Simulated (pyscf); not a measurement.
**HO–Si(SiH₃)(SiH₃)–SiH₃ (SMILES O[Si]([SiH3])([SiH3])[SiH3]), singlet**

Gas-phase minimum from PySCF at ωB97X-D3(BJ)/def2-SVP, one conformer. 

```
Si
O 1 1.6873
H 2 0.9633 1 115.83
Si 1 2.3274 2 107.50 3 -179.81
H 4 1.4922 1 111.02 2 60.78
H 4 1.4922 5 109.35 1 122.85
H 4 1.4945 5 108.86 6 118.80
Si 1 2.3392 2 112.17 3 60.53
H 8 1.4933 1 111.49 2 61.82
H 8 1.4944 9 108.92 1 -120.18
H 8 1.4955 9 108.43 10 -117.85
Si 1 2.3392 2 112.15 3 -60.17
H 12 1.4933 1 111.50 2 -62.17
H 12 1.4943 13 108.92 1 120.20
H 12 1.4955 13 108.42 14 117.85
```

Properties at ωB97X-D3(BJ)/def2-SVP:

* **Harmonic wavenumbers, unscaled**: 80, 84, 86, 99, 102, 110, 154, 165, 230, 350, 428, 436, 456, 524, 527, 557, 580, 581, 814, 871, 877, 887, 922, 943, 950, 950, 951, 951, 959, 2229, 2232, 2238, 2238, 2243, 2246, 2247, 2251, 2256, 3918 cm⁻¹
* **Zero-point energy**: 56.8 kcal/mol
* **Rotational symmetry number**: 1
* **Entropy of this conformer at 298 K and 1 atm, rigid rotor and harmonic oscillator, modes under 100 cm⁻¹ raised to 100**: 440.7 J/(mol K)
* **Dipole moment**: 1.09 D

Single-point totals, which compare only within one level:

| level | total energy (hartree) |
|---|---|
| ωB97X-D3(BJ)/def2-TZVP | -1239.44486 |
| PBE/def2-TZVP | -1238.60673 |
| r²SCAN/def2-TZVP | -1239.15787 |
| B3LYP-D3(BJ)/def2-TZVP | -1239.42619 |
| PBE0-D3(BJ)/def2-TZVP | -1238.74440 |
| M06-2X/def2-TZVP | -1239.17045 |
| ωB97M-D3(BJ)/def2-TZVP | -1239.48105 |

Soft torsions are taken as harmonic, which can shift the entropy by several J/(mol K).
